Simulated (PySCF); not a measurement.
# Calculated NMR parameters of COC(=O)c1cpcpc1[SiH3]

| Quantity | Value |
| --- | --- |
| Formula | C6H8O2P2Si |
| SMILES | COC(=O)c1cpcpc1[SiH3] |
| Point group of the computed structure | C1 |
| Carbon signals | 6 |
| Proton signals | 4 |

Atom-mapped SMILES (the numbers label the heavy atoms): `[CH3:1][O:2][C:3](=[O:4])[c:5]1[cH:6][p:7][cH:8][p:9][c:10]1[SiH3:11]`. Each H is labelled by its parent atom.

[PySCF 2.14: σ from GIAO-PBE0/pcSseg-1; structure optimised with GFN2-xTB; rapidly exchanging positions averaged; a single conformation; relativity neglected; gas phase]

Scale: TMS for ¹H (31.72 ppm) and ¹³C (186.93 ppm) and ²⁹Si (349.16 ppm); ³¹P (318.38 ppm) vs H3PO4; ¹⁷O (336.08 ppm) against H2O (reference shieldings calculated alike).

| carbon | δC, type | δH (multiplicity) | HMBC from (2–3 bonds) | span of the C tensor (ppm) |
| --- | --- | --- | --- | --- |
| C1 | 55.9, CH3 | 4.35 (s) | – | 76 |
| C3 | 178.7, C | – | H(C6), H(C1) | 139 |
| C5 | 136.7, C | – | H(C6), H(Si11) | 223 |
| C6 | 161.1, CH | 10.45 (m) | H(C8) | 323 |
| C8 | 202.9, CH | 11.35 (m) | H(C6) | 444 |
| C10 | 181.8, C | – | H(C8), H(C6), H(Si11) | 351 |

Other nuclei:
```json
{"atoms": "H(Si11)", "nucleus": "¹H", "environment": "hydrogen on a silicon bonded to C", "δ (ppm)": "5.09", "σ (ppm)": "26.62"}
{"atoms": "P9", "nucleus": "³¹P", "environment": "phosphorus bonded to 2 C, in a 6-membered ring", "δ (ppm)": "306.8", "σ (ppm)": "11.6"}
{"atoms": "P7", "nucleus": "³¹P", "environment": "phosphorus bonded to 2 C, in a 6-membered ring", "δ (ppm)": "270.5", "σ (ppm)": "47.9"}
{"atoms": "Si11", "nucleus": "²⁹Si", "environment": "silicon bonded to C, 3 H", "δ (ppm)": "-74.4", "σ (ppm)": "423.5"}
{"atoms": "O4", "nucleus": "¹⁷O", "environment": "ester carbonyl oxygen", "δ (ppm)": "422.1", "σ (ppm)": "-86.1"}
{"atoms": "O2", "nucleus": "¹⁷O", "environment": "ester alkoxy oxygen", "δ (ppm)": "178.5", "σ (ppm)": "157.6"}
```

1. δC 202.9, 161.1: aromatic CH.
2. δC 181.8, 136.7: substituted aromatic carbon.
3. δC 178.7: ester carbonyl carbon; it is a carbonyl in resonance with an O or N lone pair, the region of acids, esters and amides.
4. δH 11.35, 10.45: hydrogen on an aromatic CH.
5. δH 4.35: hydrogen on a methyl carbon bonded to O; its carbon carries O, which withdraws density.

Splittings by ³¹P in the carbon and heteronuclear signals aren't shown, as no couplings were computed. Shifts are as computed. Against solution values, carbons near 30 ppm lie about +3 ppm off and those near 130 ppm about +5 ppm. Of 1211 compounds with measured shifts, 218 miss one by over three times the rms of a fit or turn the order of signals round; such compounds aren't used in these exercises. Unscaled 17O shifts of doubly bonded oxygen tend to come out too high, by tens of ppm or more. Experimental scales use liquid or dissolved standards, which lie at an offset from isolated H2O (liquid H2O: subtract about 36 ppm) and H3PO4. No couplings were computed; multiplicities are counted from neighbouring protons, with m where these are inequivalent, close in shift, in a saturated or five-membered ring or joined by F or P, and br s for small geminal =CH2 splittings.
